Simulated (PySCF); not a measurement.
Löwdin shares of the frontier orbitals

Species: C5H8SSi.
Geometry (GFN2-xTB, Å), atoms numbered from 1 in this order:
```xyz
15
C5H8SSi angstrom
C      1.2205    0.6187    0.1219
C      0.4424   -0.4548   -0.1434
C     -1.0059   -0.6192   -0.1357
C     -1.8391    0.1343    0.8737
C     -1.8920    0.5274   -0.5608
S      1.4943   -1.8212   -0.5542
Si     2.8945   -0.1505   -0.1468
H      0.8603    1.5944    0.4017
H     -1.3299   -1.6187   -0.3973
H     -2.6857   -0.3776    1.3046
H     -1.3170    0.7786    1.5645
H     -1.4070    1.4438   -0.8604
H     -2.7747    0.2900   -1.1341
H      3.6274    0.1562   -1.3648
H      3.7074   -0.4934    1.0092
```

Theory: PySCF 2.14.0, density-fitted response routines, TDDFT PBE0/def2-SVPD, vertical, gas phase, core orbitals frozen in the response.

Kohn–Sham orbitals with the atoms that hold most of them (Löwdin shares over 4%, at most four atoms; ? is withheld):

```
orbital  ε (eV)                           atoms
 LUMO+2    0.18   S6 45%, Si7 16%, C2 9%, C1 6%
 LUMO+1   -0.44   C2 34%, C1 22%, Si7 9%, S6 8%
   LUMO       ?                               ?
   HOMO   -6.09                               ?
 HOMO-1   -7.99  S6 22%, C3 17%, C2 13%, C4 10%
 HOMO-2   -8.29  S6 55%, C1 16%, Si7 16%, H8 6%
 HOMO-3   -8.66  C5 20%, C4 20%, S6 14%, C3 11%
```

Give the leading atoms of the LUMO.

Si7 (bonded to C, S and 2 H) 46%; S6 (bonded to C and Si) 19%; H14 (bonded to Si) 11%; H15 (bonded to Si) 11%. By element: silicon 46%, hydrogen 21% or more, sulfur 19%.

Which atoms hold the HOMO, and with what shares?

S6 (bonded to C and Si) 47%; C1 (bonded to C, Si and H) 26%; C2 (bonded to 2 C and S) 15%; Si7 (bonded to C, S and 2 H) 5%. By element: sulfur 47%, carbon 42% or more, silicon 5%.

What is the LUMO energy, and the HOMO–LUMO gap?

ε(LUMO) = -0.48 eV; the gap is 5.62 eV (0.2065 hartree).

The HOMO–LUMO gap is 5.62 eV. Where does the response calculation put the lowest singlet, and from which orbitals?

S1 is at 4.31 eV (f = 0.0059), 1.31 eV below the gap, made of HOMO→LUMO (98%). 

Give energy, strength and leading configuration of S1 and S2, and follow the Löwdin shares of the leading atoms from the occupied to the empty orbital.

- S1 (4.31 eV, f 0.0059), HOMO→LUMO (98%): S6 47% → 19%, C1 26% → at most 11%, Si7 5% → 46%
- S2 (4.67 eV, f 0.046), HOMO→LUMO+1 (96%): S6 47% → 8%, C1 26% → 22%, C2 15% → 34%

Löwdin shares depend on the basis, the more so with diffuse functions.

One conformer stands for the species.
